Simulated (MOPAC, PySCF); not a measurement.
C$_{2}$H$_{2}$Si, SMILES `C1=C[Si]1`, neutral singlet in the gas phase. 

Z-matrix (Å, degrees):
```
C
C 1 1.3382
H 2 1.0828 1 134.96
H 1 1.0828 2 134.96 3 0.00
Si 2 1.8256 3 156.54 1 -180.00
```
Charge 0, spin multiplicity 1.

All levels are single points at this geometry (B3LYP-D3(BJ)/def2-TZVP); Pople sets use spherical d functions. Orbital energies aren't observables, and empty levels follow the basis.

```json
[
 {"level": "B3LYP-D3(BJ)/def2-TZVP in PySCF", "HOMO (eV)": "-6.88", "LUMO (eV)": "-1.68", "gap (eV)": "5.21", "dipole (D)": "1.00", "vertical IE, Delta-SCF (eV)": "–"},
 {"level": "PBE-D3(BJ)/def2-TZVP in PySCF", "HOMO (eV)": "-5.98", "LUMO (eV)": "-2.37", "gap (eV)": "3.61", "dipole (D)": "1.16", "vertical IE, Delta-SCF (eV)": "–"},
 {"level": "B3LYP/6-311+G** in PySCF", "HOMO (eV)": "-6.93", "LUMO (eV)": "-1.76", "gap (eV)": "5.17", "dipole (D)": "0.99", "vertical IE, Delta-SCF (eV)": "–"},
 {"level": "B3LYP/6-31G* in PySCF", "HOMO (eV)": "-6.72", "LUMO (eV)": "-1.50", "gap (eV)": "5.22", "dipole (D)": "1.35", "vertical IE, Delta-SCF (eV)": "9.34"},
 {"level": "B3LYP/LANL2DZ in PySCF", "HOMO (eV)": "-6.80", "LUMO (eV)": "-1.74", "gap (eV)": "5.06", "dipole (D)": "1.23", "vertical IE, Delta-SCF (eV)": "–"},
 {"level": "BP86/6-31G* in PySCF", "HOMO (eV)": "-5.93", "LUMO (eV)": "-2.30", "gap (eV)": "3.63", "dipole (D)": "1.49", "vertical IE, Delta-SCF (eV)": "–"},
 {"level": "M06-2X/6-31G* in PySCF", "HOMO (eV)": "-7.96", "LUMO (eV)": "-0.52", "gap (eV)": "7.43", "dipole (D)": "1.18", "vertical IE, Delta-SCF (eV)": "–"},
 {"level": "PBE/6-31G* in PySCF", "HOMO (eV)": "-5.83", "LUMO (eV)": "-2.22", "gap (eV)": "3.61", "dipole (D)": "1.51", "vertical IE, Delta-SCF (eV)": "9.20"},
 {"level": "HF/3-21G in PySCF", "HOMO (eV)": "-9.49", "LUMO (eV)": "1.87", "gap (eV)": "11.35", "dipole (D)": "1.16", "vertical IE, Delta-SCF (eV)": "–"},
 {"level": "HF/6-31G* in PySCF", "HOMO (eV)": "-9.44", "LUMO (eV)": "1.89", "gap (eV)": "11.33", "dipole (D)": "1.25", "vertical IE, Delta-SCF (eV)": "8.53"},
 {"level": "HF/STO-3G in PySCF", "HOMO (eV)": "-6.94", "LUMO (eV)": "7.28", "gap (eV)": "14.22", "dipole (D)": "0.46", "vertical IE, Delta-SCF (eV)": "–"},
 {"level": "AM1 in MOPAC", "HOMO (eV)": "-8.21", "LUMO (eV)": "-0.54", "gap (eV)": "7.67", "dipole (D)": "0.82", "vertical IE, Delta-SCF (eV)": "–"},
 {"level": "PM6 in MOPAC", "HOMO (eV)": "-8.37", "LUMO (eV)": "-1.35", "gap (eV)": "7.01", "dipole (D)": "0.18", "vertical IE, Delta-SCF (eV)": "–"}
]
```
